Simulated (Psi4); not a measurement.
silicon monoxide (OSi), singlet, geometry from GFN2-xTB; Psi4 with MP2.5/def2-SVP.

Input for Psi4:
```
memory 2 GB

molecule {
0 1
  Si   -0.00000000   -0.00000000   -0.54858235
  O     0.00000000    0.00000000    0.96001912
}

set basis def2-svp

energy('mp2.5')
print_variables()
```

Q: Predict the main parts of the log of this Psi4 run.

A: 
```
    Information: MP2.5 default algorithm changed to DF in August 2020. Use `set mp_type conv` for previous behavior.
    For method 'MP2.5', SCF Algorithm Type (re)set to DISK_DF.

   => Loading Basis Set <=

    Name: DEF2-SVP
    Role: ORBITAL
    Keyword: BASIS

         ---------------------------------------------------------
                                   SCF
               by Justin Turney, Rob Parrish, Andy Simmonett
                          and Daniel G. A. Smith
                              RHF Reference
         ---------------------------------------------------------

  ==> Geometry <==

    Molecular point group: c2v
    Full point group: C_inf_v

    Geometry (in Angstrom), charge = 0, multiplicity = 1:

       Center              X                  Y                   Z               Mass
    ------------   -----------------  -----------------  -----------------  -----------------
         SI           0.000000000000     0.000000000000    -0.548759184838    27.976926534650
         O            0.000000000000     0.000000000000     0.959842285162    15.994914619570

  Running in c2v symmetry.

  Rotational constants: A = ************  B =      0.72785  C =      0.72785 [cm^-1]
  Rotational constants: A = ************  B =  21820.30758  C =  21820.30758 [MHz]
  Nuclear repulsion =   39.286616627146735

  Charge       = 0
  Multiplicity = 1
  Electrons    = 22
  Nalpha       = 11
  Nbeta        = 11

  ==> Algorithm <==

  SCF Algorithm Type is DISK_DF.
  DIIS enabled.
  MOM disabled.
  Fractional occupation disabled.
  Guess Type is SAD.
  Energy threshold   = 1.00e-08
  Density threshold  = 1.00e-08
  Integral threshold = 1.00e-12

  ==> Primary Basis <==

  Basis Set: DEF2-SVP
    Blend: DEF2-SVP
    Number of shells: 14
    Number of basis functions: 32
    Number of Cartesian functions: 34
    Spherical Harmonics?: true
    Max angular momentum: 2

   => Loading Basis Set <=

    Name: (DEF2-SVP AUX)
    Role: JKFIT
    Keyword: DF_BASIS_SCF

  ==> Integral Setup <==

  ==> DiskDFJK: Density-Fitted J/K Matrices <==

    J tasked:                  Yes
    K tasked:                  Yes
    wK tasked:                  No
    Integrals threads:           1
    Algorithm:                Core
    Integral Cache:           SAVE
    Schwarz Cutoff:          1E-12
    Fitting Condition:       1E-10

   => Auxiliary Basis Set <=

  Basis Set: (DEF2-SVP AUX)
    Blend: DEF2-UNIVERSAL-JKFIT
    Number of shells: 63
    Number of basis functions: 205
    Number of Cartesian functions: 248
    Spherical Harmonics?: true
    Max angular momentum: 4

  Minimum eigenvalue in the overlap matrix is 2.6520992433E-02.
  Reciprocal condition number of the overlap matrix is 8.3313641169E-03.
    Using symmetric orthogonalization.

  ==> Pre-Iterations <==

  SCF Guess: Superposition of Atomic Densities via on-the-fly atomic UHF (no occupation information).

   -------------------------
    Irrep   Nso     Nmo
   -------------------------
     A1        16      16
     A2         2       2
     B1         7       7
     B2         7       7
   -------------------------
    Total      32      32
   -------------------------

  ==> Iterations <==

                           Total Energy        Delta E     RMS |[F,P]|

   @DF-RHF iter SAD:  -362.70599367818863   -3.62706e+02   0.00000e+00
   @DF-RHF iter   1:  -363.49375889061832   -7.87765e-01   2.93689e-02 ADIIS/DIIS
   @DF-RHF iter   2:  -363.46874887977856    2.50100e-02   3.34907e-02 ADIIS/DIIS
   @DF-RHF iter   3:  -363.63487820678927   -1.66129e-01   9.97262e-04 ADIIS/DIIS
   @DF-RHF iter   4:  -363.63520660826941   -3.28401e-04   3.07180e-04 ADIIS/DIIS
   @DF-RHF iter   5:  -363.63523077778052   -2.41695e-05   4.72504e-05 DIIS
   @DF-RHF iter   6:  -363.63523163251585   -8.54735e-07   1.01141e-05 DIIS
   @DF-RHF iter   7:  -363.63523168978912   -5.72733e-08   3.47258e-06 DIIS
   @DF-RHF iter   8:  -363.63523169608334   -6.29421e-09   5.95426e-07 DIIS
   @DF-RHF iter   9:  -363.63523169630344   -2.20098e-10   3.28254e-08 DIIS
   @DF-RHF iter  10:  -363.63523169630372   -2.84217e-13   6.40657e-09 DIIS
  Energy and wave function converged.

  ==> Post-Iterations <==

    Orbital Energies [Eh]
    ---------------------

    Doubly Occupied:

[...]
    Virtual:

[...]
    Final Occupation by Irrep:
             A1    A2    B1    B2
    DOCC [     7,    0,    2,    2 ]
    NA   [     7,    0,    2,    2 ]
    NB   [     7,    0,    2,    2 ]

  @DF-RHF Final Energy:  -363.63523169630372

   => Energetics <=

    Nuclear Repulsion Energy =             39.2866166271467350
    One-Electron Energy =                -582.7726335186091546
    Two-Electron Energy =                 179.8507851951586929
    Total Energy =                       -363.6352316963037765

Computation Completed

Properties will be evaluated at   0.000000,   0.000000,   0.000000 [a0]

Properties computed using the SCF density matrix

 Multipole Moments:

 ------------------------------------------------------------------------------------
     Multipole            Electronic (a.u.)      Nuclear  (a.u.)        Total (a.u.)
 ------------------------------------------------------------------------------------

 L = 1.  Multiply by 2.5417464519 to convert [e a0] to [Debye]
 Dipole X            :          0.0000000            0.0000000            0.0000000
 Dipole Y            :          0.0000000            0.0000000            0.0000000
 Dipole Z            :         -1.3215992           -0.0073516           -1.3289508
 Magnitude           :                                                    1.3289508

 ------------------------------------------------------------------------------------

  A requested method does not make use of molecular symmetry: further calculations in C1 point group.

  Constructing Basis Sets for DFOCC...

   => Loading Basis Set <=

    Name: (DEF2-SVP AUX)
    Role: JKFIT
    Keyword: DF_BASIS_SCF

   => Loading Basis Set <=

[...]
  DIE_IF_NOT_CONVERGED          => (empty)
[...]
  INTEGRAL_PACKAGE              => (empty)
  LEVEL_SHIFT                   => (empty)
  LINEQ_SOLVER                  => (empty)
  LITERAL_CFOUR                 => (empty)
  LS_THC_BASIS_TOLERANCE        => (empty)
  LS_THC_DF                     => (empty)
  LS_THC_PRUNING_SCHEME         => (empty)
  LS_THC_RADIAL_POINTS          => (empty)
  LS_THC_SPHERICAL_POINTS       => (empty)
  LS_THC_S_EPSILON              => (empty)
  LS_THC_WEIGHTS_TOLERANCE      => (empty)
  MAT_NUM_COLUMN_PRINT          => (empty)
  MAX_MOGRAD_CONVERGENCE        => (empty)
  MAX_RADIAL_MOMENT             => (empty)
  MBIS_D_CONVERGENCE            => (empty)
  MBIS_MAXITER                  => (empty)
  MBIS_PRUNING_SCHEME           => (empty)
  MBIS_RADIAL_POINTS            => (empty)
  MBIS_SPHERICAL_POINTS         => (empty)
  MOLDEN_WITH_VIRTUAL           => (empty)
  MOLDEN_WRITE                  => (empty)
  MO_DIIS_NUM_VECS              => (empty)
  MO_MAXITER                    => (empty)
  MO_STEP_MAX                   => (empty)
  MP2_AMP_TYPE                  => (empty)
  MP2_OS_SCALE                  => (empty)
  MP2_SOS_SCALE                 => (empty)
  MP2_SOS_SCALE2                => (empty)
  MP2_SS_SCALE                  => (empty)
  MP2_TYPE                      => (empty)
  MP_TYPE                       => (empty)
  NAT_ORBS                      => FALSE           !
  NUM_FROZEN_DOCC               => (empty)
  NUM_FROZEN_UOCC               => (empty)
  NUM_GPUS                      => (empty)
  OCC_ORBS_PRINT                => (empty)
  OEPROP                        => (empty)
  OO_SCALE                      => (empty)
  OPT_METHOD                    => (empty)
  ORBITAL_OPTIMIZER_PACKAGE     => (empty)
  ORB_OPT                       => FALSE           !
  ORB_RESP_SOLVER               => (empty)
  ORTH_TYPE                     => (empty)
  PARENT_SYMMETRY               => (empty)
  PCG_BETA_TYPE                 => (empty)
  PCG_CONVERGENCE               => (empty)
  PCG_MAXITER                   => (empty)
  PCM                           => (empty)
  PE                            => (empty)
  PPL_TYPE                      => (empty)
  PRINT                         => (empty)
  PRINT_NOONS                   => (empty)
  PROPERTIES                    => (empty)
  PROPERTIES_ORIGIN             => (empty)
  PUREAM                        => (empty)
  QCHF                          => (empty)
  QC_MODULE                     => (empty)
  RAS1                          => (empty)
  RAS2                          => (empty)
  RAS3                          => (empty)
  RAS4                          => (empty)
  READ_SCF_3INDEX               => (empty)
  REGULARIZATION                => (empty)
  REG_PARAM                     => (empty)
  RELATIVISTIC                  => (empty)
  REMP_A                        => (empty)
  RESTRICTED_DOCC               => (empty)
  RESTRICTED_UOCC               => (empty)
  RMS_MOGRAD_CONVERGENCE        => (empty)
  R_CONVERGENCE                 => (empty)
  SCF_TYPE                      => DISK_DF         !
  SCREENING                     => (empty)
  SCS_TYPE                      => (empty)
  SOCC                          => (empty)
  SOS_TYPE                      => (empty)
  TRIPLES_IABC_TYPE             => (empty)
  WFN                           => (empty)
  WFN_TYPE                      => DF-OMP2.5       !
  WRITER_FILE_LABEL             => (empty)
  ZORA_BASIS_TOLERANCE          => (empty)
  ZORA_NR_DEBUG                 => (empty)
  ZORA_PRUNING_SCHEME           => (empty)
  ZORA_RADIAL_POINTS            => (empty)
  ZORA_SPHERICAL_POINTS         => (empty)

	For this residual convergence, default PCG convergence is:     1.00e-07
	For this energy convergence, default residual convergence is:     3.16e-07

 ==============================================================================
 ==============================================================================
 ==============================================================================

                    DF-MP2.5
              Program Written by Ugur Bozkaya
              Latest Revision September 9, 2017

 ==============================================================================
 ==============================================================================
 ==============================================================================

	MO spaces...

	 FC   OCC   VIR   FV
	----------------------
	  0   11    21    0

	Number of basis functions in the DF-CC basis: 110

	Total memory requirement for DF+CC int:      2.29 MB

	Computing DF-MP2 energy ...
	=======================================================================
	Nuclear Repulsion Energy (a.u.)    :    39.28661662714673
	DF-HF Energy (a.u.)                :  -363.63523169630372
	REF Energy (a.u.)                  :  -363.63523169630372
	DF-MP2 Correlation Energy (a.u.)   :    -0.28203712081130
	DF-MP2 Total Energy (a.u.)         :  -363.91726881711503
	=======================================================================

	=======================================================================
	================ MP2.5 FINAL RESULTS ==================================
	=======================================================================
	Nuclear Repulsion Energy (a.u.)    :    39.28661662714673
	SCF Energy (a.u.)                  :  -363.63523169630372
	REF Energy (a.u.)                  :  -363.63523169630372
	DF-MP3 Correlation Energy (a.u.)   :    -0.27505449621640
	DF-MP3 Total Energy (a.u.)         :  -363.91028619252012
	DF-MP2.5 Correlation Energy (a.u.) :    -0.27854580851385
	DF-MP2.5 Total Energy (a.u.)       :  -363.91377750481757
	=======================================================================

  Variable Map:
  ----------------------------------------------------------------------------
[...]
  Array Variable Map:
  ----------------------------------------------------------------------------
[...]
[...]
```
